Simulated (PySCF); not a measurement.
Ga(F)2(NHMe) (CH4F2GaN), SMILES C[NH][Ga]([F])[F]. Atoms are numbered in the order given.

```xyz
9

Ga     0.0164    -0.3847     0.0000
F      1.0024    -1.8419     0.0000
F     -1.7304    -0.6090     0.0000
N      0.7280     1.2716     0.0000
C     -0.0153     2.5200     0.0000
H      1.7453     1.3646     0.0000
H      0.1987     3.1422     0.8987
H      0.1987     3.1422    -0.8987
H     -1.1035     2.3118     0.0000
```

Geometry optimised at PBE-D3(BJ)/def2-SVP. The structure was generated by enumeration; whether it is a known compound was not checked. Other conformers were not sampled.

Two levels are set side by side: PBE/pcSseg-1 (PySCF) and B3LYP/pcSseg-1 (PySCF). GIAO shifts against CFCl3 (¹⁹F), NH3 (¹⁵N), TMS (¹H), TMS (¹³C) at the same level; non-relativistic, no solvent, atoms listed together averaged. Differences are taken from unrounded values.

| quantity | B3LYP |
|---|---|
| δ(¹⁵N) of N4 (ppm) | 40.7 |
| δ(¹³C) of C5 (ppm) | 39.2 |
| δ(¹H) of H6 (ppm) | 1.51 |
| δ(¹H) of H7, H8, H9 (ppm) | 3.56 |

Question: What does PBE give, and how far is it from B3LYP? (An estimate is asked for; the answer gives what the named calculation found.)

Answer: 
| quantity | PBE | PBE minus B3LYP |
|---|---|---|
| δ(¹⁵N) of N4 (ppm) | 47.1 | 6.4 |
| δ(¹³C) of C5 (ppm) | 39.8 | 0.5 |
| δ(¹H) of H6 (ppm) | 1.63 | 0.12 |
| δ(¹H) of H7, H8, H9 (ppm) | 3.61 | 0.05 |

Rough cost on one machine, each run with all the roots and properties that it gave: B3LYP against PBE within a factor of 2.
